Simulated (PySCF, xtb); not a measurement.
C3H12OSi2, SMILES C[SiH](C)C[SiH2]O.

GFN2-xTB run with xtb at its own geometry gives an orbital gap of 5.97 eV and a dipole moment of 1.93 D.

Coordinates come from a B3LYP-D3(BJ)/def2-SVP optimisation. The structure was generated by enumeration, and PubChem lists no compound with its InChIKey, so it may never have been made. One conformer was computed; it need not be the lowest.

Q: What does PBE/def2-TZVP in PySCF give? (The exact figures need the calculation; the answer reports its results.)

A: gap 6.15 eV (levels -6.68 and -0.53 eV), dipole 2.31 D.
